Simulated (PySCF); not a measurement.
# Two-component Hartree-Fock for F⁺ (fluorine, charge +1)

Start: [He] 2s2 2p4; 2p1/2 filled at m_j = +1/2; 2p3/2 filled at m_j = -1/2, +1/2, +3/2. Calculated with PySCF 2.14 in x2c-SVPall-2c with one added diffuse shell of s type (4s2p1d, 15 functions): generalised Hartree-Fock with the X2C-1e Hamiltonian and a Gaussian nucleus; one run each with spin-orbit coupling (SO) switched off, then screened by Boettger's factors. This is a chosen level, not necessarily the ground level.

| spinor shell | electrons | ε, spin-free (eV) | ε, screened SO (eV) | weight of nominal j (screened SO) | rms radius, screened SO (bohr) |
| --- | --- | --- | --- | --- | --- |
| 1s1/2 | 2 | -739.26 | -739.26 | 1.000 | 0.204 |
| 2s1/2 | 2 | -59.222 | -59.219 | 1.000 | 1.07 |
| 2p3/2 | 3 | -39.573 | -40.894 | 0.662 | 1.09 |
| 2p1/2 | 1 | -39.573 | -35.622 | 0.664 | 1.15 |

```tsv
quantity	spin-free	screened SO
E (hartree)	-98.78889	-98.78965
M_J	2	2
⟨J²⟩	6.006	6.006
⟨L²⟩	2.002	2.002
⟨S²⟩	2.004	2.004
```

Each row is a mean over spinors that exchange with the open shell spreads, by up to 10.960 eV (2s1/2).

Rows whose weight is well below 1 are mixtures of j = l ± 1/2: exchange outweighs spin-orbit coupling there, and the label is only the starting occupation.

Without spin-orbit coupling the j labels of p, d and f shells carry no meaning; the spin-free column gives the mean over the occupied spinors of each nl shell.
